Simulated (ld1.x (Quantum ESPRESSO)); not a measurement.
Cutoff test, Bi, RRKJ

ld1.x (Quantum ESPRESSO) 7.5 input, shortened:

```
&input
   title='Bi', zed=83., rel=1, dft='PZ', iswitch=3,
   config='[Xe] 4f14 5d10 6s2 6p3'
 /
 &inputp
   pseudotype=2, tm=.false., rho0=0.001, lloc=0,
   nlcc=.true., new_core_ps=.true., rcore=0.75
 /
2
6P  2  1   3.00   0.00  2.05  2.05  0.0
6S  1  0   2.00   0.00  1.60  1.60  0.0
 &test
   configts(1)='6s2 6p3'
 /
```

The pseudo-atom Hamiltonian at the reference potential is diagonalised in spherical Bessel functions j_l(qr) that vanish at 20 bohr, with q² up to the cutoff. All-electron valence levels (Ry): 6p -0.3509, 6s -1.0849.

Question: How do the lowest levels (Ry) of each channel move with the cutoff, and are there ghosts?

Answer:

```json
{"cutoff (Ry)": "8", "p #1": "-0.3416", "s #1": "-1.0263", "s #2": "-0.0432", "d #1": "0.0308", "d #2": "0.0941", "f #1": "0.1093", "f #2": "0.2291", "Σ f·Δε (mRy)": "145.2"}
{"cutoff (Ry)": "12", "p #1": "-0.3496", "s #1": "-1.0351", "s #2": "-0.0441", "d #1": "0.0302", "d #2": "0.0936", "f #1": "0.1093", "f #2": "0.2291", "Σ f·Δε (mRy)": "103.4"}
{"cutoff (Ry)": "18", "p #1": "-0.3504", "s #1": "-1.0514", "s #2": "-0.0454", "d #1": "0.0285", "d #2": "0.0922", "f #1": "0.1093", "f #2": "0.2291", "Σ f·Δε (mRy)": "68.6"}
{"cutoff (Ry)": "21", "p #1": "-0.3505", "s #1": "-1.0628", "s #2": "-0.0464", "d #1": "0.0281", "d #2": "0.0919", "f #1": "0.1093", "f #2": "0.2291", "Σ f·Δε (mRy)": "45.3"}
{"cutoff (Ry)": "30", "p #1": "-0.3509", "s #1": "-1.0783", "s #2": "-0.0478", "d #1": "0.0278", "d #2": "0.0918", "f #1": "0.1093", "f #2": "0.2291", "Σ f·Δε (mRy)": "13.3"}
{"cutoff (Ry)": "40", "p #1": "-0.3509", "s #1": "-1.0795", "s #2": "-0.0479", "d #1": "0.0277", "d #2": "0.0916", "f #1": "0.1093", "f #2": "0.2290", "Σ f·Δε (mRy)": "10.7"}
{"cutoff (Ry)": "50", "p #1": "-0.3509", "s #1": "-1.0825", "s #2": "-0.0482", "d #1": "0.0275", "d #2": "0.0915", "f #1": "0.1093", "f #2": "0.2290", "Σ f·Δε (mRy)": "4.6"}
{"cutoff (Ry)": "60", "p #1": "-0.3509", "s #1": "-1.0839", "s #2": "-0.0483", "d #1": "0.0274", "d #2": "0.0915", "f #1": "0.1093", "f #2": "0.2290", "Σ f·Δε (mRy)": "1.9"}
{"cutoff (Ry)": "70", "p #1": "-0.3509", "s #1": "-1.0840", "s #2": "-0.0483", "d #1": "0.0274", "d #2": "0.0915", "f #1": "0.1093", "f #2": "0.2290", "Σ f·Δε (mRy)": "1.6"}
{"cutoff (Ry)": "90", "p #1": "-0.3509", "s #1": "-1.0845", "s #2": "-0.0483", "d #1": "0.0274", "d #2": "0.0914", "f #1": "0.1093", "f #2": "0.2290", "Σ f·Δε (mRy)": "0.7"}
{"cutoff (Ry)": "110", "p #1": "-0.3509", "s #1": "-1.0847", "s #2": "-0.0483", "d #1": "0.0274", "d #2": "0.0914", "f #1": "0.1093", "f #2": "0.2290", "Σ f·Δε (mRy)": "0.3"}
{"cutoff (Ry)": "400", "p #1": "-0.3509", "s #1": "-1.0849", "s #2": "-0.0483", "d #1": "0.0274", "d #2": "0.0914", "f #1": "0.1093", "f #2": "0.2290", "Σ f·Δε (mRy)": "0.0"}
```

Result: no extra level below or beside the all-electron valence levels (p, s, d, f tested); 10 mRy is reached at 45 Ry and 1 mRy at 90 Ry.

Its largest configuration-test error is -824 meV.
